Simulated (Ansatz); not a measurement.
## Ansatz (development build ahead of 0.2.0) run

```yaml
crystal:
  periodic: [false, false, false]
  atoms:
    - { symbol: Cr, position_ang: [0.0, 0.0, 0.0] }
    - { symbol: "N", position_ang: [0.0, 0.0, 1.72] }
    - { symbol: O, position_ang: [0.0, 0.0, 2.92] }
basis:
  gaussian: { orbitals: def2-SVP }
magnetization:
  spin_polarized: true
  initial_magnetization: 3
hamiltonian:
  xc: pbe0
output:
  forces: true
```

The input is written out in the form of the current development build from the run's settings.

Output:

```yaml
Converged: yes
Total_energy: -1173.77820 hartree
Spin_squared_of_the_determinant: 5.021
Stability_test: minimum
```

Forces (eV/Å):
```csv
atom,Fx,Fy,Fz
Cr1,0.000,0.000,-0.426
N2,0.000,0.000,0.789
O3,0.000,0.000,-0.363
```

Caution: another spin multiplicity may lie lower; the unrestricted determinant is a mixture of spin states.
